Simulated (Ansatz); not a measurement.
A nudged elastic band was laid between two geometries of CH6NSn (9 atoms, charge 1, multiplicity 1).

Level of theory: Ansatz 0.2.0, RKS BHLYP-D4/def2-SVP.

| Property | Result |
| --- | --- |
| movable images | 7 |
| climbing image | yes |
| spring | 5.0 eV/Å² |
| optimiser | quadratic models (default) |
| start path | IDPP |
| force threshold | 0.05 eV/Å |
| iteration limit | 38 |
| end points | relaxed |

Image 0:

```xyz
9
Properties=species:S:1:pos:R:3
C -0.444 1.041 -0.710
N 0.226 -0.233 -0.479
Sn 0.435 -1.193 1.189
H -1.279 0.913 -1.404
H 0.255 1.767 -1.132
H -0.834 1.445 0.225
H 0.619 -0.644 -1.316
H 1.266 -2.647 1.099
H -0.243 -0.449 2.529
```

Image 8:

```xyz
9
Properties=species:S:1:pos:R:3
C -0.438 1.045 -0.708
N 0.214 -0.239 -0.482
Sn 0.434 -1.195 1.188
H -1.276 0.930 -1.400
H 0.270 1.762 -1.133
H -0.819 1.454 0.228
H 0.588 -0.660 -1.322
H -0.212 -0.436 2.536
H 1.240 -2.661 1.092
```

Problem. Which bonds break or form, and what moves?

Solution. No bond is made or broken. The dihedral C1–N2–Sn3–H8 goes from 180 to 0°. The two ends are copies of one structure, up to a mirror image or an exchange of like atoms.

Problem. Give the energies along the band, and the barrier.

Solution. The run converged. The highest image is number 4 of 0 to 8, 0.87 eV above the ends, which have the same energy within 2 meV. A vibrational analysis at the climbing image gives one clearly imaginary mode, 449i cm⁻¹: a first-order saddle point.

```
image  path coordinate (Å)  energy (eV)  dihedral C1–N2–Sn3–H8 (°)
    0                 0.00         0.00                        180
    1                 0.64         0.10                       -153
    2                 1.29         0.38                       -125
    3                 1.93         0.71                        -97
    4                 2.58         0.87                        -69
    5                 3.53         0.49                        -48
    6                 4.49         0.10                        -15
    7                 5.46         0.05                          0
    8                 6.42         0.00                          0
```

Problem. What is the geometry of the highest image?

Solution. 
```xyz
9
Properties=species:S:1:pos:R:3
C 0.043 1.079 -0.781
N -0.487 -0.251 -0.453
Sn 0.048 -1.188 1.219
H -0.570 1.495 -1.583
H 1.088 1.078 -1.108
H -0.061 1.753 0.073
H -0.529 -0.857 -1.264
H 1.612 -1.794 1.490
H -1.144 -1.315 2.407
```

Problem. What are the harmonic wavenumbers there?

Solution. 449i, 162, 188, 415, 466, 556, 656, 714, 1085, 1128, 1162, 1403, 1498, 1523, 1543, 2012, 2066, 3117, 3207, 3228, 3641 cm⁻¹.

The band took 11 iterations and of the order of 11 core-minutes.

Run time: 11 min on 1 thread of Intel(R) Xeon(R) Processor @ 2.50GHz (Skylake/Cascade Lake), with other jobs on the host, peak memory 0.18 GiB.
